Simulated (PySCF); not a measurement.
C₂H₇InO, SMILES C[CH2][InH][OH]. Geometry: PBE-D3(BJ)/def2-SVP. The structure was generated by enumeration; whether it is a known compound was not checked. The def2 effective core potentials stand for the cores of In; spin–orbit coupling is left out. One conformer was computed; it need not be the lowest.

Task: Give the equilibrium geometry at PBE-D3(BJ)/def2-SVP (PySCF confirms it by a frequency run) as Cartesian coordinates in Å, and its point group. (Estimate from the structure and the level; the computed values follow.)

Result: One answer among several that fit: point group Cs.
```xyz
11

In    -0.2841     0.5427     0.0000
H     -1.1621     2.0367     0.0000
C     -0.7082    -1.6087     0.0000
C      0.5575    -2.4672     0.0000
H     -1.3437    -1.8092    -0.8881
H     -1.3437    -1.8092     0.8881
H      1.1904    -2.2786     0.8922
H      1.1904    -2.2786    -0.8922
H      0.3187    -3.5532     0.0000
O      1.7192     0.9323     0.0000
H      2.2233     0.0960     0.0000
```
Charge 0, spin multiplicity 1.
